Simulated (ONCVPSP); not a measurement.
**An all-electron radial function and its pseudo partner (Cs)**

Columns: radius, all-electron u(r) and pseudo u(r) of the 5p shell (level -13.61 eV) of caesium in the configuration [Kr] 4d10 5s2 5p6 6s1; LDA (Perdew-Zunger), scalar-relativistic, ONCV scheme, ONCVPSP 4.0.1.

```tsv
r (bohr)	all-electron	pseudo
0.155	0.1638	0.0146
0.310	0.0950	0.0574
0.465	-0.3045	0.1249
0.620	-0.3849	0.2118
0.775	-0.2016	0.3111
0.930	0.0731	0.4149
1.085	0.3336	0.5149
1.240	0.5369	0.6037
1.395	0.6751	0.6750
1.550	0.7550	0.7248
1.705	0.7884	0.7514
1.860	0.7873	0.7555
2.015	0.7623	0.7397
2.170	0.7216	0.7079
2.325	0.6717	0.6645
2.480	0.6172	0.6141
2.635	0.5614	0.5604
2.790	0.5065	0.5063
2.945	0.4540	0.4540
3.100	0.4048	0.4047
3.255	0.3593	0.3592
3.410	0.3177	0.3177
3.565	0.2801	0.2801
3.720	0.2463	0.2463
3.875	0.2162	0.2162
4.030	0.1894	0.1894
```

(1) How many radial nodes do the two functions have?

(2) At about which radius was the pseudo-wave matched?

(3) Is the pseudo-wave norm-conserving?

Results:

(1) The all-electron 5p function has n − l − 1 = 3 (the table is too coarse to show those close to the nucleus); the pseudo-wave has 0, since the states of the same l below it are removed with the core.

(2) 3.10 bohr. The columns agree to 0.0005 from 2.79 bohr on; several derivatives are matched, so the curves merge somewhat inside the radius.

(3) Yes: the ONCV scheme keeps the norm inside the radius equal to the all-electron one, which fixes the energy derivative of the logarithmic derivative at the level.
